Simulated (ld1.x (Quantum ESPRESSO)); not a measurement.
**Building the TM potential for niobium (Nb) (PBE, scalar-relativistic).**

| Quantity | Value |
| --- | --- |
| Element | niobium (Nb) |
| Generator | ld1.x (Quantum ESPRESSO) 7.5 |
| Type | norm-conserving Troullier–Martins (Kleinman–Bylander form) |
| Functional | PBE |
| Relativity | scalar-relativistic |
| Frozen core | [Kr] |
| Valence charge | 5 |
| Reference configuration | 4d3 5s2 5p0 |
| Partial waves | 5s (bound): rc 3.25 bohr; 4d (bound): rc 1.60 bohr; 5p (bound, empty): rc 3.95 bohr |
| Local potential | the p channel |
| Core correction | none |

All-electron outer shells of the reference configuration (PBE, scalar-relativistic, ld1.x):

| shell | level (eV) | outermost node (bohr) | outermost maximum (bohr) |
| --- | --- | --- | --- |
| 4s | -60.83 | 0.53 | 1.04 |
| 4p | -36.82 | 0.54 | 1.12 |
| 5s | -4.68 | 1.40 | 3.00 |
| 4d | -4.64 | 0.55 | 1.45 |
| 5p | -1.46 | 1.61 | 3.95 |

Task: Estimate the cutoffs (Ry, on a coarse ladder) from which the occupation-weighted sum of valence levels, in a spherical-Bessel basis at the reference potential, stays within 10 and 1 mRy of its value at 400 Ry.

Result: 40 Ry and 50 Ry.

Task: Does the potential have ghost states?

Result: No extra level below or beside the all-electron valence levels (s, d, p, f tested). The logarithmic derivative shows an extra or strongly shifted pseudo pole above the reference energy (s near 1.61 Ry).

Task: Which valence shell sets the plane-wave cutoff?

Result: 4d: its level needs 40 Ry to come within 1 mRy, against 10 Ry for 5s.

Task: Tests: 4d4 5s1 5p0; 4d4 5s0 5p0; 4d3 5s0 5p0; 4d4 5s0.5 5p0; 4d2 5s0 5p0; 4d4 5s0 5p1; 4d3 5s1 5p1. Which has the largest error in its energy relative to the reference configuration, and how large is it?

Result: 4d3 5s0 5p0, with +82 meV (all-electron minus pseudo) on +21.19 eV.
